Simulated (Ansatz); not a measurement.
Ansatz (a first-principles code) input (CCSD(T)/cc-pVTZ):

Ansatz 0.2 input:
```yaml
crystal:
  periodic: [false, false, false]
  atoms:
    - {symbol: N, position_ang: [0.00000000, 0.00000000, 0.00000000]}
basis:
  gaussian:
    orbitals: cc-pVTZ
magnetization: {spin_polarized: true, initial_magnetization: 3}
correlation: {method: ccsd_t, electrons: outside_noble_gas}
scf: {lower_state_search: full}
```

Output:

```
Functional definition: HF
integrals: 0.01 GiB planned
175 factors; integrals over basis functions are off by at most 2.5e-4 eV
mean field: 0.04 GiB planned
mean field evaluation 1: about -1480.2154 eV, gradient 5.0e0 eV
mean field evaluation 2: about -1480.2175 eV, gradient 5.0e0 eV
mean field evaluation 4: about -1480.3180 eV, gradient 1.6e-1 eV
mean field evaluation 8: about -1480.3181 eV, gradient 1.9e-5 eV
mean field evaluation 16: about -977.2622 eV, gradient 9.8e1 eV
mean field evaluation 32: about -1469.3320 eV, gradient 1.2e-1 eV
mean field -1480.31807913 eV, -54.4006860124 hartree, gradient 2.0e-6 eV, S^2 3.756090; 3 other end points of the search recorded, 0 dependent functions left out
1 core orbitals not correlated
reference -1480.31807913 eV, -54.4006860124 hartree; 4, 1 occupied and 25, 28 virtual orbitals, 175 factors
second order -2.61039323 eV of doubles, -0.00000000 eV of singles
coupled cluster: 0.05 GiB planned
cycle   1  -2.94620418 eV  change   -3.4e-1 eV  update   2.9e-2
cycle   2  -3.03568745 eV  change   -8.9e-2 eV  update   1.0e-2
cycle   3  -3.04078465 eV  change   -5.1e-3 eV  update   2.4e-3
cycle   4  -3.04066964 eV  change    1.2e-4 eV  update   4.8e-4
cycle   5  -3.04070893 eV  change   -3.9e-5 eV  update   1.1e-4
cycle   6  -3.04075119 eV  change   -4.2e-5 eV  update   2.2e-5
cycle   7  -3.04074760 eV  change    3.6e-6 eV  update   3.7e-6
perturbative correction -0.06191915 eV, -0.0022754869 hartree
Total energy: -1483.42074589 eV, -54.5147069127 hartree
```
